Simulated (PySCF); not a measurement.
**Exercise with solution: oscillator strength and radiative lifetime**

Al(Cl)(OMe)(NH2) (CH5AlClNO), SMILES [O]([Al]([Cl])[NH2])C.

Geometry: ωB97X-D3(BJ)/def2-SVP. The structure was generated by enumeration; whether it is a known compound was not checked. Other conformers were not sampled.

TDA-PBE/def2-SVPD (PySCF 2.14.0) puts the first singlet state with f over 0.02 at 5.57 eV (vertical), with the transition dipole (-0.262, -0.238, 0.224) in atomic units.

Task: Find the oscillator strength, the wavelength and the radiative lifetime that this transition would have in vacuum if emission retraced absorption.

Result: 
|μ|² = 0.1755 au, so |μ| = 1.06 D. ΔE = 5.57/27.211 = 0.2047 hartree. f = (2/3) ΔE |μ|² = 0.024 (the program prints 0.024).
λ = 1239.84/5.57 = 223 nm; ν = 44925 cm⁻¹.
Einstein's coefficient A = 0.6670 ν² f s⁻¹ (ν in cm⁻¹) = 3.2e7 s⁻¹, so τ = 1/A = 31 ns. This state is S2; the lower singlet has f = 0.016. The figure is the radiative limit of this one transition; relaxation, internal conversion, crossing to triplets and a medium change what is measured.
